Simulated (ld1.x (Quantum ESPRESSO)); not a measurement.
Ti (Z = 22), TM semilocal: configuration errors across variants

```json
{
 "Element": "Ti",
 "Generator": "ld1.x (Quantum ESPRESSO) 7.5",
 "Type": "norm-conserving Troullier–Martins (semilocal form)",
 "Functional": "PW91",
 "Relativity": "scalar-relativistic",
 "Frozen core": "[Ar]",
 "Valence charge": "4",
 "Reference configuration": "3d2 4s0 4p0 (charge +2)",
 "Partial waves": "4s (bound, empty): rc 2.25 bohr; 3d (bound): rc 1.15 bohr; 4p (bound, empty): rc 3.00 bohr",
 "Local potential": "the p channel",
 "Core correction": "Bessel-smoothed model core, default radius (core density twice the valence density)"
}
```

All-electron excitation energies from the reference (eV): (1) 3d2 4s2 4p0 -20.985; (2) 3d2 4s1 4p0 -13.592; (3) 3d1 4s0 4p0 27.052; (4) 3d2 4s1.5 4p0 -18.026; (5) 3d3 4s0 4p0 -13.586; (6) 3d2 4s0 4p2 -14.669; (7) 3d1 4s2 4p1 -16.274.

A semilocal file is local in each channel, so a ghost entry of none says nothing of the separable form that plane-wave codes build from it.

The default core radius of the base comes out at 1.84 bohr.

Errors AE − PS in meV (a dash: test not solved or not reliable):

| change | (1) | (2) | (3) | (4) | (5) | (6) | (7) | bound ghosts |
| --- | --- | --- | --- | --- | --- | --- | --- | --- |
| base | -18 | -8.7 | -548 | -14 | -189 | +0.7 | -565 | none |
| core correction none | +684 | +316 | +12 | +517 | +66 | +396 | +690 | none |
| core correction Bessel-smoothed model core inside 0.46 bohr | -19 | -9.1 | -569 | -14 | -193 | +0.5 | -588 | none |
| core correction Bessel-smoothed model core inside 0.76 bohr | -19 | -9.1 | -569 | -14 | -193 | +0.4 | -588 | none |
| core correction Bessel-smoothed model core inside 0.84 bohr | -19 | -9.1 | -570 | -14 | -193 | +0.4 | -589 | none |
| core correction Bessel-smoothed model core inside 0.98 bohr | -19 | -9.1 | -570 | -14 | -193 | +0.4 | -589 | none |
| core correction Bessel-smoothed model core inside 1.14 bohr | -19 | -9.1 | -573 | -14 | -193 | +0.4 | -593 | none |
| core correction Bessel-smoothed model core inside 1.28 bohr | -19 | -9.1 | -574 | -15 | -193 | +0.4 | -593 | none |
| core correction Bessel-smoothed model core inside 1.42 bohr | -19 | -9.1 | -572 | -14 | -193 | +0.4 | -591 | none |

Q: Give the same row for: core correction Bessel-smoothed model core inside 0.58 bohr.

A: -19, -9.0, -569, -14, -193, +0.5, -587; bound ghosts: none.
